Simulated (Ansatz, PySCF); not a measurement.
Reaction (SMILES): CC1=CC=CC1 → [CH2]C1=CC=CC1 + H atom (the C-H bond at the site shown breaks; other sites are not compared here)
Structures are relaxed separately at B3LYP-D3(BJ)/def2-TZVP in Ansatz (an electronic-structure program), one conformer each, not searched for the lowest. Frequencies are from Ansatz or PySCF. Unstable Hartree-Fock reference: CC1=CC=CC1. Markedly spin-contaminated UHF reference, which strains HF, MP2 and, less, CCSD(T): [CH2]C1=CC=CC1.

Quantity: bond dissociation energy (enthalpy at 298 K, with B3LYP-D3(BJ) rigid-rotor harmonic-oscillator terms), in kJ/mol. Cores are frozen in the correlated levels unless marked. Open shells are spin-unrestricted. No spin-orbit coupling. Non-relativistic. CBS(X,Y): correlation extrapolated as X^-3; Hartree-Fock from the larger set.

| level | program | bond dissociation energy (kJ/mol) | minus last row |
|---|---|---|---|
| HF/STO-3G | Ansatz | 280.2 | -69.3 |
| HF/cc-pVDZ | Ansatz | 210.2 | -139.3 |
| BLYP/def2-TZVPD | Ansatz | 314.8 | -34.7 |
| revPBE/def2-TZVPD | Ansatz | 311.4 | -38.1 |
| B3LYP-D3(BJ)/def2-TZVPD | Ansatz + dftd3 | 326.6 | -22.9 |
| PBE0/6-31G* | Ansatz | 327.5 | -22.0 |
| PBE0-D4/def2-TZVPD | Ansatz + dftd4 | 323.2 | -26.3 |
| PBE0/def2-TZVP | Ansatz | 322.1 | -27.4 |
| LC-wPBE-D4/def2-TZVPD | Ansatz + dftd4 | 329.8 | -19.7 |
| wB97M-V/def2-TZVPD | Ansatz | 341.7 | -7.8 |
| MP2/cc-pVTZ | Ansatz | 397.6 | 48.1 |
| RI-MP2/cc-pVTZ | Ansatz | 397.6 | 48.1 |
| SCS-MP2/6-31G | Ansatz | 360.9 | 11.4 |
| SCS-MP2/6-31G* | Ansatz | 376.4 | 26.9 |
| CCSD(T)/CBS(cc-pVTZ,cc-pVQZ) | Ansatz | 349.5 | 0.0 |
